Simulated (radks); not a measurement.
Problem. Calculated with a radial shooting solver on a logarithmic mesh with Libxc functionals: non-relativistic Kohn-Sham, LB94 model potential, spin-polarised, spherical densities, point nucleus; open shells are filled with parallel spins first. Response by self-consistent Sternheimer equations with the Hartree and adiabatic LDA kernel. For heavy and open-shell atoms this level of theory can miss by tens of per cent. Rank Cu5+, Cu+, Cu, Cu3+, Cu6+, Cu2+, Cu4+ (NIST ground configurations) by static dipole polarisability, largest first.

Solution. Cu 30.99, Cu+ 5.731, Cu2+ 2.686, Cu3+ 1.523, Cu4+ 0.9809, Cu5+ 0.6958, Cu6+ 0.5335 bohr^3.
